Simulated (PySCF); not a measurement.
# Electronic absorption of C7H6O2

C7H6O2.
SMILES with atom numbers: `[CH3:1][C:2]#[C:3][C@@H:4]1[CH:5]=[CH:6][O:7][C:8]1=[O:9]` (hydrogens: H10, H11, H12 on C1; H13 on C4; H14 on C5; H15 on C6)

Cartesian coordinates in Å at the GFN2-xTB level; atoms count from 1:
```xyz
15
C7H6O2 angstrom
C      3.1192    0.4020    0.2268
C      1.7355    0.0130    0.0789
C      0.5962   -0.3348   -0.0503
C     -0.7990   -0.7176   -0.1887
C     -1.6480    0.3399   -0.8313
C     -2.5721    0.7105    0.0438
O     -2.5006    0.0352    1.2383
C     -1.4690   -0.8454    1.1856
O     -1.1847   -1.5752    2.0850
H      3.6848    0.1187   -0.6606
H      3.1905    1.4802    0.3664
H      3.5482   -0.0967    1.0951
H     -0.8530   -1.6800   -0.7114
H     -1.4921    0.7218   -1.8192
H     -3.3605    1.4363   -0.0229
```

Method: PySCF 2.14.0, density-fitted response routines, TDDFT PBE0/def2-SVPD, vertical, gas phase, core orbitals frozen in the response.

```tsv
state	E (eV)	ν̃ (cm⁻¹)	f	|μ| (D)	main configurations (H = HOMO, L = LUMO)
S1	5.24	42250	0.0018	0.30	H→L (45%), H-1→L (28%), H-3→L (15%)
S2	5.60	45200	0.049	1.51	H→L (45%), H-1→L (43%)
S3	5.85	47180	0.017	0.89	H-2→L (79%), H-1→L (9%)
S4	6.09	49130	0.013	0.76	H-3→L (53%), H-1→L (17%), H-2→L (11%)
S5	6.46	52100	0.0012	0.22	H-1→L+1 (48%), H-2→L+1 (22%)
S6	6.64	53540	0.073	1.71	H→L+1 (49%), H-2→L+1 (15%), H-1→L+1 (9%)
```

Triplets (Tamm–Dancoff): T1 4.03 eV, H→L (54%), H-2→L (12%), H→L+1 (12%); T2 4.83 eV, H-1→L (39%), H-3→L (24%), H→L (15%).

The lowest singlet lies at 5.24 eV (237 nm, ultraviolet) and is very weak; its leading configuration is HOMO→LUMO (45%). The most intense listed level is S6 at 6.64 eV (187 nm, f = 0.073), 1.40 eV above S1. It is the last of those listed, so stronger ones may follow. Löwdin shares by element: HOMO carbon 66% or more (atoms not listed hold the other 34%); LUMO carbon 51% or more, oxygen 18% or more (atoms not listed hold the other 31%). Of the 6 states listed, 4 reach f = 0.01 and none stays under 0.0005. Orbital energies (eV): HOMO-3 -8.64, HOMO-2 -7.77, HOMO-1 -7.63, HOMO -7.41, LUMO -0.79, LUMO+1 0.30, LUMO+2 0.57. The oscillator strengths of these states sum to 0.156; summed over the whole spectrum of an exact calculation they would give the number of electrons, 64 (Thomas–Reiche–Kuhn). The window holds the lowest 6 singlets.

The run took 47 s of wall time (grids of density and orbitals included) on Arm Neoverse V1, one thread, on a shared host, and the process peaked at 0.93 GiB of memory.
